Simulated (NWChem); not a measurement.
**Atomisation of BF**

```
B
F 1 1.2635
```
Charge 0, spin multiplicity 1.

Program: NWChem. All single points use one geometry, from B3LYP/def2-SVP, a minimum by its harmonic frequencies.

Basis set: def2-QZVP. The atomisation energy is electronic alone: no zero-point, thermal, spin-orbit or counterpoise terms. No value is extrapolated to the basis-set limit. Free atoms are single determinants with multiplicities B 2, F 2.

B3LYP has NWChem's definition, with VWN1-RPA local correlation. The structure started from a generated list of species. The stability of the SCF solutions was not checked. Open-shell Hartree-Fock references start from PBE0 orbitals.

Question: One of these methods gave an atomisation energy of 180.3 kcal/mol. Which?
(A) HF
(B) PBE
(C) B3LYP
(D) BHandHLYP

Answer: C, B3LYP. The others give 137.5 (HF), 171.7 (BHandHLYP), 186.8 (PBE).
